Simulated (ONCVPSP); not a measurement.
## An all-electron radial function and its pseudo partner (In (Z = 49))

Columns: radius, all-electron u(r) and pseudo u(r) of the 4p shell (level -78.13 eV) of indium in the configuration [Ar] 3d10 4s2 4p6 4d10 5s2 5p1; PBE, scalar-relativistic, ONCV scheme, ONCVPSP 4.0.1.

```tsv
r (bohr)	all-electron	pseudo
0.078	0.4042	0.0155
0.155	-0.2044	0.0638
0.232	-0.6311	0.1506
0.310	-0.5514	0.2813
0.388	-0.1721	0.4503
0.465	0.2720	0.6399
0.542	0.6584	0.8292
0.620	0.9423	0.9952
0.698	1.1132	1.1142
0.775	1.1873	1.1752
0.852	1.1903	1.1806
0.930	1.1434	1.1391
1.008	1.0654	1.0642
1.085	0.9721	0.9719
1.162	0.8726	0.8724
1.240	0.7722	0.7721
1.318	0.6765	0.6764
1.395	0.5890	0.5889
1.472	0.5097	0.5095
1.550	0.4378	0.4377
1.628	0.3745	0.3744
1.705	0.3199	0.3198
1.782	0.2724	0.2723
1.860	0.2309	0.2309
1.938	0.1953	0.1953
2.015	0.1653	0.1653
```

How many radial nodes do the two functions have?

The all-electron 4p function has n − l − 1 = 2; the pseudo-wave has 0, since the states of the same l below it are removed with the core.

At about which radius was the pseudo-wave matched?

1.20 bohr. The columns agree to 0.0005 from 1.08 bohr on; several derivatives are matched, so the curves merge somewhat inside the radius.

Is the pseudo-wave norm-conserving?

Yes: the ONCV scheme keeps the norm inside the radius equal to the all-electron one, which fixes the energy derivative of the logarithmic derivative at the level.
